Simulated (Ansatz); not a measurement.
```yaml
crystal:
  periodic: [false, false, false]
  atoms:
    - {symbol: Si, position_ang: [-1.195462, 1.664498, -1.346818]}
    - {symbol: C, position_ang: [-0.307495, 0.425381, -0.346914]}
    - {symbol: C, position_ang: [0.285719, -0.398714, 0.317392]}
    - {symbol: Ge, position_ang: [1.220909, -1.687097, 1.357329]}
    - {symbol: H, position_ang: [-2.005245, 0.974227, -2.380688]}
    - {symbol: H, position_ang: [-2.086352, 2.460623, -0.467262]}
    - {symbol: H, position_ang: [-0.212986, 2.562255, -2.002524]}
    - {symbol: H, position_ang: [0.755857, -3.085839, 0.936943]}
    - {symbol: H, position_ang: [0.905398, -1.442516, 2.837231]}
    - {symbol: H, position_ang: [2.722857, -1.524118, 1.098212]}
basis:
  gaussian: {orbitals: STO-3G}
total_charge: -3
magnetization: {spin_polarized: true, initial_magnetization: 1}
hamiltonian: {xc: {name: PBEsol}}
output: {forces: true}
```

```sh
$ ansatz run in.yaml --threads 4 --pin off --events-out ev --progress --plain --max-ram 10444MiB
```

Shortened log:

```
Functional definition: PBEsol
494 factors; integrals over basis functions are off by at most 3.3e-5 eV
mean field evaluation 1: about -65368.3126 eV, gradient 3.1e2 eV
mean field evaluation 2: about -65233.1534 eV, gradient 1.2e2 eV
mean field evaluation 4: about -65150.4124 eV, gradient 1.2e2 eV
mean field evaluation 8: about -65666.2415 eV, gradient 1.5e1 eV
mean field evaluation 16: about -65672.3691 eV, gradient 1.5e0 eV
mean field evaluation 32: about -65672.4373 eV, gradient 1.8e-5 eV
mean field -65672.43736200 eV, -2413.4175586765 hartree, gradient 4.3e-6 eV, S^2 1.219888; 18 other end points of the search recorded, 0 dependent functions left out
reference -65672.43738588 eV, -2413.4175595543 hartree; 34, 33 occupied and 9, 10 virtual orbitals, 494 factors
Total energy: -65672.43738588 eV, -2413.4175595543 hartree
Atom 0 at    -1.195462     1.664498    -1.346818 Å, force     6.846293    -8.708178     5.648144 eV/Å
Atom 1 at    -0.307495     0.425381    -0.346914 Å, force    -8.048753    11.249401    -9.149481 eV/Å
Atom 2 at     0.285719    -0.398714     0.317392 Å, force     8.938188   -12.392734     9.818589 eV/Å
Atom 3 at     1.220909    -1.687097     1.357329 Å, force    -4.425858     6.189944    -6.876877 eV/Å
Atom 4 at    -2.005245     0.974227    -2.380688 Å, force    -2.819818     0.105272    -2.248988 eV/Å
Atom 5 at    -2.086352     2.460623    -0.467262 Å, force    -2.900073     3.015498     0.307744 eV/Å
Atom 6 at    -0.212986     2.562255    -2.002524 Å, force     0.675058     3.014068    -1.520633 eV/Å
Atom 7 at     0.755857    -3.085839     0.936943 Å, force    -0.741287    -2.140223     0.421601 eV/Å
Atom 8 at     0.905398    -1.442516     2.837231 Å, force     0.225688    -0.525233     2.887566 eV/Å
Atom 9 at     2.722857    -1.524118     1.098212 Å, force     2.250562     0.192185     0.712336 eV/Å
Dipole moment:     0.780521    -1.082104     0.888449 e Å
```

What is wrong with this run?

The charge is far from anything that the molecule holds. Self-consistency was reached. The result belongs to that input, not to the molecule as meant.
